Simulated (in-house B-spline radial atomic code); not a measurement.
Configurations of the lanthanum ion La⁺, with energies counted from [Xe] (5d3/2)2. Computed with a B-spline radial code for spherical atoms: Dirac-Hartree-Fock, average of each configuration as written, Fermi nucleus of rms radius 4.855 fm. Energies include first-order Breit, QED and recoil terms.

Occupations are held fixed; configurations that lie above the ionisation limit could autoionise.

| configuration | E - E(ref) (eV) | highest orbital | its <r> (bohr) |
| --- | --- | --- | --- |
| [Xe] (5d3/2)1 (5d5/2)1 | 0.21734 | 5d5/2 | 2.947 |
| [Xe] (5d5/2)2 | 0.27497 | 5d5/2 | 2.934 |
| [Xe] (5d5/2)1 (7p3/2)1 | 6.2742 | 7p3/2 | 10.41 |
| [Xe] (5d3/2)1 (7g7/2)1 | 8.8189 | 7g7/2 | 31.71 |
| [Xe] (5d3/2)1 (8f7/2)1 | 8.8486 | 8f7/2 | 34.63 |
| [Kr] 4d10 5s2 (5p1/2)2 (5p3/2)3 (5d3/2)1 (5d5/2)1 (9f5/2)1 | 29.414 | 9f5/2 | 45.33 |
| [Kr] 4d10 5s2 (5p1/2)1 (5p3/2)4 (5d3/2)1 (5d5/2)1 (6f7/2)1 | 30.861 | 6f7/2 | 15.95 |

**Question.** Order these further configurations by energy, lowest first.
A. [Kr] 4d10 5s2 (5p1/2)1 (5p3/2)4 (5d3/2)1 (5d5/2)1 (9g7/2)1
B. [Kr] 4d10 5s2 (5p1/2)1 (5p3/2)4 (5d5/2)2 (8g9/2)1
C. [Kr] 4d10 5s2 (5p1/2)2 (5p3/2)3 (5d3/2)1 (5d5/2)1 (6g7/2)1
D. [Kr] 4d10 (4f7/2)1 5s2 (5p1/2)1 (5p3/2)4 (5d3/2)1 (5d5/2)1
E. [Kr] (4d3/2)4 (4d5/2)5 5s2 5p6 (5d3/2)2 7s1

**Answer.** D (23.374 eV), C (28.745 eV), B (31.536 eV), A (32.338 eV), E (110.89 eV).

**Question.** How far above the reference does [Xe] (5d5/2)1 (6d3/2)1 lie?

**Answer.** 5.7636 eV; its least bound orbital is 6d3/2 with <r> = 8.172 bohr.

**Question.** How far above the reference does [Kr] 4d10 5s2 (5p1/2)1 (5p3/2)4 (5d3/2)2 (5f7/2)1 lie?

**Answer.** 30.115 eV; its least bound orbital is 5f7/2 with <r> = 9.172 bohr.
